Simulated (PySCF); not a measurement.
A calculation to check before its numbers are used.

A geometry optimisation on CH3Br3NNb, SMILES `C[N]=[Nb]([Br])([Br])[Br]` (singlet state). Computed with PySCF, PBE0-D3(BJ)/def2-SVP geometry optimisation, gas phase, def2 core potentials past Kr.

Driver input (Å, GFN2-xTB start):

```
{"job": {"xc": "PBE0", "basis": "def2-SVP", "d3": "d3bj", "grid": 1, "maxiter": 30, "shake": 0.03, "kind": "geom"}, "charge": 0, "multiplicity": 1}
Nb     0.0655    -0.0731    -1.4218
N     -0.0174    -0.0146     0.3189
C     -0.0659    -0.0123     1.6982
H      0.4791     0.9559     2.0942
H     -1.0355    -0.1700     2.0652
H      0.6163    -0.8041     2.0935
Br     2.3047     0.0083    -2.2982
Br    -1.0865     1.9856    -2.3163
Br    -1.1276    -1.9452    -2.2594
```

Output:

```
step   0  E = -7872.31585457  max force = 0.075172
step   1  E = -7872.32875152  max force = 0.011124
step   2  E = -7872.33013199  max force = 0.003941
step   3  E = -7872.33063428  max force = 0.004852
step   4  E = -7872.33012312  max force = 0.007024
step   5  E = -7872.33061967  max force = 0.004100
step   6  E = -7872.33062872  max force = 0.001907
step   7  E = -7872.33062335  max force = 0.001539
step   8  E = -7872.33061216  max force = 0.001464
step   9  E = -7872.33060513  max force = 0.001409
step  10  E = -7872.33060127  max force = 0.001374
step  11  E = -7872.33059925  max force = 0.001355
step  12  E = -7872.33059822  max force = 0.001345
step  13  E = -7872.33059770  max force = 0.001341
step  14  E = -7872.33059726  max force = 0.001336
step  15  E = -7872.33059682  max force = 0.001332
step  16  E = -7872.33059638  max force = 0.001328
step  17  E = -7872.33059594  max force = 0.001323
step  18  E = -7872.33059549  max force = 0.001319
step  19  E = -7872.33059502  max force = 0.001314
step  20  E = -7872.33059456  max force = 0.001309
step  21  E = -7872.33059411  max force = 0.001305
step  22  E = -7872.33059366  max force = 0.001300
step  23  E = -7872.33059317  max force = 0.001295
step  24  E = -7872.33059271  max force = 0.001290
step  25  E = -7872.33059225  max force = 0.001286
step  26  E = -7872.33059179  max force = 0.001281
step  27  E = -7872.33059132  max force = 0.001276
step  28  E = -7872.33059085  max force = 0.001271
step  29  E = -7872.33059034  max force = 0.001265
step  30  E = -7872.33058987  max force = 0.001260
optimisation not converged
```

Energies are in Eh and forces in Eh/bohr.

**Question.** Which diagnosis fits best?
A. step limit reached with the energy nearly constant
B. step limit reached with the energy going up and down
C. step limit reached while the energy was still falling

**Answer.** A. After 31 gradient evaluations the largest force component was 0.00126 Eh/bohr against a threshold of 0.00045, and over the last 5 steps the energy changed by +0.001 kcal/mol in all, within a range of 0.001 kcal/mol, the last step by 0.000 kcal/mol. The energy rose in 7 of the 30 steps.

**Question.** What would you do next?

**Answer.** Restart from the last geometry, if need be with a computed Hessian or a finer grid, and confirm the end point by frequencies.

Time: 8.4 min; peak memory 0.96 GiB. Hardware: an Intel Xeon 6975P-C with one thread, no GPU, shared host with 192 logical CPUs at a one-minute load of 81.
